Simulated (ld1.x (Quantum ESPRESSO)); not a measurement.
**What one change does to a pseudopotential (Mo, RRKJ)**

```json
{
 "Element": "molybdenum",
 "Generator": "ld1.x (Quantum ESPRESSO) 7.5",
 "Type": "norm-conserving RRKJ (Kleinman–Bylander form)",
 "Functional": "LDA (PZ)",
 "Relativity": "fully relativistic",
 "Frozen core": "[Ar] 3d10",
 "Valence charge": "14",
 "Reference configuration": "4s2 4p6 4d6 5s0 5p0",
 "Partial waves": "4s (bound): rc 1.75 bohr; 4p (bound): rc 1.60 bohr; 4d (bound): rc 2.05 bohr",
 "Local potential": "the d channel",
 "Core correction": "none"
}
```

Open shells are filled in proportion to 2j + 1 (rel_dist='average').

Change: wave 4s (bound): rc 1.75 bohr becomes 4s (bound): rc 2.28 bohr.

Cutoffs: the cutoffs (Ry, on a coarse ladder) from which the occupation-weighted sum of valence levels, in a spherical-Bessel basis at the reference potential, stays within 10 and 1 mRy of its value at 400 Ry; they do not see the model core or the augmentation charge, which bear on the density cutoff. Errors are all-electron minus pseudo energies relative to the spin-unpolarised reference configuration.

Task: How do hardness, ghosts and transferability respond?

Result: The potential gets neither clearly harder nor softer (50 Ry and 80 Ry → 50 Ry and 80 Ry); the p channel sets the loose cutoff, while the largest relative change is in s, which becomes softer; of the 7 tests that both files solve, the error grows in 5 and shrinks in 1 by more than 15 % and 0.3 meV (median size 261.4 → 1360.3 meV); neither file shows a bound ghost at the reference potential, the only one tested. In the base the local d channel has no projectors, so it cannot carry the spin–orbit splitting, and the file is wrong for that shell. In the changed file the local d channel has no projectors, so it cannot carry the spin–orbit splitting, and the file is wrong for that shell.

| quantity | base | changed |
| --- | --- | --- |
| cutoff, loose | 50 Ry | 50 Ry |
| cutoff, tight | 80 Ry | 80 Ry |
| loose cutoff by channel (10 mRy a level) | s 30 Ry, p 40 Ry, d 30 Ry | s 12 Ry, p 40 Ry, d 30 Ry |
| bound ghosts | none | none |
| largest miss of a reference level, eV | 0.11 | 0.11 |
| error for 4s2 4p6 4d5 5s1 5p0, meV [ΔE -0.82 eV] | +261 | +1360 |
| error for 4s2 4p6 4d5 5s0 5p0, meV [ΔE 6.37 eV] | -0.7 | -0.6 |
| error for 4s2 4p6 4d4 5s0 5p0, meV [ΔE 22.07 eV] | -3.9 | -3.3 |
| error for 4s2 4p6 4d5.5 5s0.5 5p0, meV [ΔE -0.51 eV] | +119 | +636 |
| error for 4s2 4p5 4d5 5s1 5p0, meV [ΔE 43.32 eV] | +493 | +2401 |
| error for 4s2 4p6 4d4 5s2 5p0, meV [ΔE -0.68 eV] | +645 | +3163 |
| error for 4s2 4p6 4d4 5s1 5p1, meV [ΔE 2.93 eV] | +347 | +1789 |

Changed file: These tests converged, but a pseudo level misses the all-electron one widely, so the file describes the atom poorly there or has found another state: 4s2 4p6 4d4 5s0 5p0: empty 5s by 2.7 eV; 4s2 4p6 4d5.5 5s0.5 5p0: 5s by 1.1 eV; 4s2 4p6 4d4 5s2 5p0: 4d by 1.4 eV; 4s2 4p6 4d4 5s1 5p1: 5s by 1.4 eV.
